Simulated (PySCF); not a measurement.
# Dipole moment and polarisability of `FC1=C(C(F)F)[C@@H]2C=C[C@H]1O2`

C₇H₅F₃O.
SMILES with atom numbers: `[F:1][C:2]1=[C:3]([CH:4]([F:5])[F:6])[C@@H:7]2[CH:8]=[CH:9][C@H:10]1[O:11]2` (hydrogens: H12 on C4; H13 on C7; H14 on C8; H15 on C9; H16 on C10)

Geometry (PBE0-D3(BJ)/def2-SVP, Å), atoms numbered from 1 in this order:
```
atom  x, y, z in Å
F1    -0.4079    2.7974   -0.1040
C2    -0.0334    1.5456   -0.2527
C3    -0.7499    0.4237   -0.2233
C4    -2.1790    0.1798    0.0498
F5    -2.3067   -0.5232    1.2067
F6    -2.7350   -0.5781   -0.9260
C7     0.3393   -0.6670   -0.3200
C8     1.1170   -0.6554    1.0125
C9     1.8139    0.4806    0.9851
C10    1.4406    1.1219   -0.3694
O11    1.2789   -0.0283   -1.1751
H12   -2.7594    1.1135    0.1418
H13    0.0121   -1.6360   -0.7142
H14    1.0336   -1.4007    1.8024
H15    2.4576    0.9231    1.7438
H16    2.1302    1.8561   -0.8028
```

Level: CAM-B3LYP/def2-SVPD (PySCF), static field, nuclei fixed, core orbitals frozen in the response. The polarisability tensor in these axes (au):

```
x   83.72  8.28  3.31
y    8.28 81.44 -2.64
z    3.31 -2.64 66.22
```

**Question.** Diagonalise the tensor; give its mean and Δα, where Δα² is half the sum of the squared differences of the eigenvalues.

**Answer.** Principal values 64.43, 75.99 and 90.96 au; mean 77.13 au = 11.43 Å³ = 12.72 × 10⁻⁴⁰ C²·m²/J; Δα = 23.04 au (30 % of the mean).

**Question.** What is the dipole moment, and where does it point?

**Answer.** (1.40, 1.09, 1.42) D, 2.27 D in size, pointing from the negative to the positive side. Measured along this direction, the outermost atoms are F6 at the negative end and H15 at the positive end.

**Question.** Directions of the eigenvectors, and the extent of the frame along each?

**Answer.** Largest value along (0.76, 0.65, 0.03), where the nuclei span 5.28 Å; middle along (-0.59, 0.71, -0.39), 4.66 Å; least along (-0.28, 0.28, 0.92), 3.05 Å. The response follows the extents in order.

**Question.** In TDDFT the mean static polarisability is Σ f/ω² over all singlet excitations (ω in hartree). How much of it do the 10 lowest give? Their energies (eV) and oscillator strengths: 5.06, 0.0027; 5.78, 0.0004; 6.25, 0.0362; 6.76, 0.0547; 6.90, 0.0956; 7.07, 0.0082; 7.64, 0.0020; 7.72, 0.0107; 7.76, 0.0154; 7.80, 0.0072.

**Answer.** They add up to 3.71 au, 4.8 % of the 77.13 au; the largest single term is 1.49 au, from the state at 6.90 eV. Terms in order: 0.08, 0.01, 0.69, 0.89, 1.49, 0.12, 0.03, 0.13, 0.19, 0.09 au. Higher excitations give the rest. The strengths listed sum to 0.233.

**Question.** What depolarisation ratio follows for Rayleigh scattering of linearly polarised light, taking the static tensor?

**Answer.** ρ = 3Δα²/(45ᾱ² + 4Δα²) = 1592.4/(267690 + 2123.2) = 0.0059.

**Question.** In a dilute gas of rigid molecules at 298 K, how does the orientational term μ²/3kT compare with the electronic polarisability?

**Answer.** In Gaussian units μ²/3kT = 41.80 Å³ against 11.43 Å³, a ratio of 3.66; the Debye molar polarisation (4π/3)N_A(α + μ²/3kT) is 134.3 cm³/mol, leaving out the vibrational part.

Geometry: PBE0-D3(BJ)/def2-SVP, one conformer, isolated molecule.
